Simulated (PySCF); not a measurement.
C$_{3}$F$_{5}$O (SMILES O=C([C](F)F)C(F)(F)F), doublet, at a GFN2-xTB geometry. Base run: SVWN5/STO-3G in PySCF.

Input for PySCF:
```python
from pyscf import gto, scf, dft

mol = gto.Mole()
mol.atom = '''
    O     0.478150    0.787017    1.721833
    C     0.316677    0.294037    0.620183
    C     1.361165   -0.025619   -0.286545
    F     2.622479    0.180416   -0.025998
    F     1.182336   -0.554865   -1.468322
    C    -1.103463   -0.047842    0.075209
    F    -2.043680    0.266064    0.951317
    F    -1.356577    0.616009   -1.060317
    F    -1.212500   -1.354245   -0.199762
'''
mol.basis = 'sto-3g'
mol.charge = 0
mol.spin = 1
mol.verbose = 4
mol.build()

mf = dft.UKS(mol)
mf.xc = 'lda,vwn'
mf.kernel()
```

The base run was repeated with changes; each row names its change, and settings that it needs were set with it.

```tsv
change	ΔE vs base (mEh)	fitting functions	dipole (D)
base	0.000	-	2.20
auxbasis = def2-universal-jkfit	-3.478	687	2.20
auxbasis = default (with mf = mf.density_fit())	-3.478	687	2.20
auxbasis = cc-pvtz-jkfit	-0.877	711	2.20
auxbasis = even-tempered beta=3.0	-14.246	297	2.20
auxbasis = even-tempered beta=1.6	-1.246	630	2.20
auxbasis = cc-pvtz-ri	-2.990	729	2.20
auxbasis = autoaux	-1.522	594	2.20
auxbasis = cc-pvdz-jkfit	-0.995	630	2.20
auxbasis = cc-pvqz-jkfit	-0.760	954	2.20
```

A fitting set is made for a task (jfit for Coulomb, jkfit for Coulomb and exchange, ri for correlation) and for a family of orbital bases.

Open shells are given as the SCF converged; they aren't shown to be the lowest states, and a large step between rows can be another state.
